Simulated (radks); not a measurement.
Values are calculated unless marked as measured or tabulated.
Ionisation ladder of phosphorus, from P to P14+. Each ion is in the ground configuration listed by NIST, and IE = E(next ion) - E(this ion), with E = 0 for the bare nucleus. Level of theory: scalar-relativistic Kohn-Sham, exchange-only LDA, spin-polarised, spherical densities, point nucleus; open shells are filled with parallel spins first (a radial shooting solver on a logarithmic mesh with Libxc functionals).

[
 {"species": "P", "configuration": "[Ne] 3s2 3p3", "E (hartree)": "-339.73520", "IE, Delta-SCF (eV)": "9.677", "-e(HOMO) (eV)": "5.522", "HOMO": "3p up", "IE, NIST (eV)": "10.487", "kind": "exp.", "error (eV)": "-0.810"},
 {"species": "P+", "configuration": "[Ne] 3s2 3p2", "E (hartree)": "-339.37959", "IE, Delta-SCF (eV)": "18.854", "-e(HOMO) (eV)": "14.070", "HOMO": "3p up", "IE, NIST (eV)": "19.769", "kind": "semi-emp.", "error (eV)": "-0.915"},
 {"species": "P2+", "configuration": "[Ne] 3s2 3p1", "E (hartree)": "-338.68672", "IE, Delta-SCF (eV)": "28.979", "-e(HOMO) (eV)": "23.801", "HOMO": "3p up", "IE, NIST (eV)": "30.203", "kind": "exp.", "error (eV)": "-1.223"},
 {"species": "P3+", "configuration": "[Ne] 3s2", "E (hartree)": "-337.62175", "IE, Delta-SCF (eV)": "49.798", "-e(HOMO) (eV)": "44.342", "HOMO": "3s", "IE, NIST (eV)": "51.444", "kind": "exp.", "error (eV)": "-1.646"},
 {"species": "P4+", "configuration": "[Ne] 3s1", "E (hartree)": "-335.79172", "IE, Delta-SCF (eV)": "64.662", "-e(HOMO) (eV)": "58.747", "HOMO": "3s up", "IE, NIST (eV)": "65.025", "kind": "exp.", "error (eV)": "-0.363"},
 {"species": "P5+", "configuration": "[Ne]", "E (hartree)": "-333.41544", "IE, Delta-SCF (eV)": "218.42", "-e(HOMO) (eV)": "197.59", "HOMO": "2p", "IE, NIST (eV)": "220.43", "kind": "semi-emp.", "error (eV)": "-2.0"},
 {"species": "P6+", "configuration": "[He] 2s2 2p5", "E (hartree)": "-325.38868", "IE, Delta-SCF (eV)": "261.42", "-e(HOMO) (eV)": "239.64", "HOMO": "2p down", "IE, NIST (eV)": "263.6", "kind": "semi-emp.", "error (eV)": "-2.2"},
 {"species": "P7+", "configuration": "[He] 2s2 2p4", "E (hartree)": "-315.78171", "IE, Delta-SCF (eV)": "305.66", "-e(HOMO) (eV)": "283.47", "HOMO": "2p down", "IE, NIST (eV)": "309.6", "kind": "semi-emp.", "error (eV)": "-3.9"},
 {"species": "P8+", "configuration": "[He] 2s2 2p3", "E (hartree)": "-304.54896", "IE, Delta-SCF (eV)": "371.34", "-e(HOMO) (eV)": "345.83", "HOMO": "2p up", "IE, NIST (eV)": "372.3", "kind": "semi-emp.", "error (eV)": "-1.0"},
 {"species": "P9+", "configuration": "[He] 2s2 2p2", "E (hartree)": "-290.90229", "IE, Delta-SCF (eV)": "423.56", "-e(HOMO) (eV)": "397.22", "HOMO": "2p up", "IE, NIST (eV)": "424.4", "kind": "semi-emp.", "error (eV)": "-0.8"},
 {"species": "P10+", "configuration": "[He] 2s2 2p1", "E (hartree)": "-275.33689", "IE, Delta-SCF (eV)": "476.72", "-e(HOMO) (eV)": "450.12", "HOMO": "2p up", "IE, NIST (eV)": "479.44", "kind": "semi-emp.", "error (eV)": "-2.7"},
 {"species": "P11+", "configuration": "[He] 2s2", "E (hartree)": "-257.81787", "IE, Delta-SCF (eV)": "553.66", "-e(HOMO) (eV)": "533.25", "HOMO": "2s", "IE, NIST (eV)": "560.6", "kind": "semi-emp.", "error (eV)": "-7.0"},
 {"species": "P12+", "configuration": "[He] 2s1", "E (hartree)": "-237.47135", "IE, Delta-SCF (eV)": "609.47", "-e(HOMO) (eV)": "588.32", "HOMO": "2s up", "IE, NIST (eV)": "611.74", "kind": "theory", "error (eV)": "-2.3"},
 {"species": "P13+", "configuration": "[He]", "E (hartree)": "-215.07376", "IE, Delta-SCF (eV)": "2800.1", "-e(HOMO) (eV)": "2712.7", "HOMO": "1s", "IE, NIST (eV)": "2816.9", "kind": "theory", "error (eV)": "-16.8"},
 {"species": "P14+", "configuration": "1s1", "E (hartree)": "-112.17137", "IE, Delta-SCF (eV)": "3052.3", "-e(HOMO) (eV)": "2961.2", "HOMO": "1s up", "IE, NIST (eV)": "3069.8", "kind": "theory", "error (eV)": "-17.5"}
]

Reference values: NIST Atomic Spectra Database (exp. = measured, semi-emp. = semi-empirical, theory = theoretical value adopted there). The ionisation energy per charge of the ion left behind rises most, in proportion, at P13+ ([He]), from 46.882 to 200.01 eV. Against the entries that are not theoretical the mean signed error is -2.1 % and the largest -7.7 %. Open shells are spherical and high-spin; term and fine-structure splittings are not resolved.
